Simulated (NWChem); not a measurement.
# Plane-wave run on MgS (litharge type)

```
MgS
1.0
    4.10624     0.00000     0.00000
    0.00000     4.10624     0.00000
    0.00000     0.00000     5.17420
Mg S
2 2
Direct
  0.50000   0.00000   0.23680
  0.00000   0.50000   0.76320
  0.00000   0.00000   0.00000
  0.50000   0.50000   0.00000
```

All runs are NWChem calculations. Origin of the cell: lattice set by a structure generator, not relaxed at this level; this structure type may not be the compound's usual one.

Norm-conserving pseudopotentials with valence charges Mg 2, S 6, fixed occupations, no spin-orbit coupling, density cut at twice the wavefunction cutoff.

Level: LDA (Vosko), Troullier-Martins, cutoff 25 Ha, density from a 4×4×4 mesh. Bands run along Γ–X–M–Γ–Z–R–A–Z with k in units of the cell's reciprocal vectors.

Q: What gap does the band structure show?

A: It shows no gap: the highest filled and lowest empty bands touch or overlap on the path, where fixed occupations no longer describe the ground state.
